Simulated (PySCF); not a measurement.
C2H5BBrN, SMILES C(=C)B(Br)N.

The structure is a stationary point at PBE0-D3(BJ)/def2-SVP. This is a generated structure with no PubChem entry under its InChIKey; it may be hypothetical. One conformer was computed; it need not be the lowest.

Level of theory: PBE0-D3(BJ)/def2-SVP run with PySCF.

Frequencies are harmonic and unscaled.

### Question
Give all harmonic wavenumbers and intensities. (An estimate is asked for; the answer gives what the named calculation found.)

### Answer

| mode | ν (cm⁻¹) | IR (km/mol) | moving atoms (share of kinetic energy) |
|---|---|---|---|
| 1 | 79 | 0.7 | C 50 %, H 36 % |
| 2 | 189 | 0.9 | C 31 %, H 26 %, N 22 %, B 11 %, Br 10 % |
| 3 | 271 | 0.7 | C 40 %, H 27 %, N 22 % |
| 4 | 310 | 3.5 | H 31 %, N 25 %, Br 18 %, C 15 %, B 11 % |
| 5 | 409 | 15.4 | H 37 %, B 31 %, C 16 %, Br 11 % |
| 6 | 523 | 110.8 | H 79 %, N 16 % |
| 7 | 582 | 42.4 | H 77 %, B 13 % |
| 8 | 613 | 21.1 | H 41 %, B 21 %, C 20 %, N 15 % |
| 9 | 674 | 24.0 | H 40 %, B 32 %, C 24 % |
| 10 | 831 | 6.6 | H 53 %, C 20 %, N 16 %, B 11 % |
| 11 | 987 | 33.5 | H 73 %, C 27 % |
| 12 | 1026 | 5.4 | H 77 %, C 18 % |
| 13 | 1050 | 10.3 | H 90 %, C 10 % |
| 14 | 1086 | 223.4 | B 51 %, H 34 %, N 10 % |
| 15 | 1294 | 14.2 | H 70 %, C 27 % |
| 16 | 1380 | 52.3 | H 46 %, B 42 % |
| 17 | 1444 | 40.3 | H 69 %, B 15 %, C 14 % |
| 18 | 1594 | 193.7 | H 64 %, N 24 %, B 12 % |
| 19 | 1700 | 33.7 | C 86 %, H 12 % |
| 20 | 3142 | 12.7 | H 95 % |
| 21 | 3177 | 1.2 | H 92 %, C 8 % |
| 22 | 3238 | 9.3 | H 89 %, C 11 % |
| 23 | 3629 | 51.9 | H 96 % |
| 24 | 3741 | 45.6 | H 91 %, N 9 % |
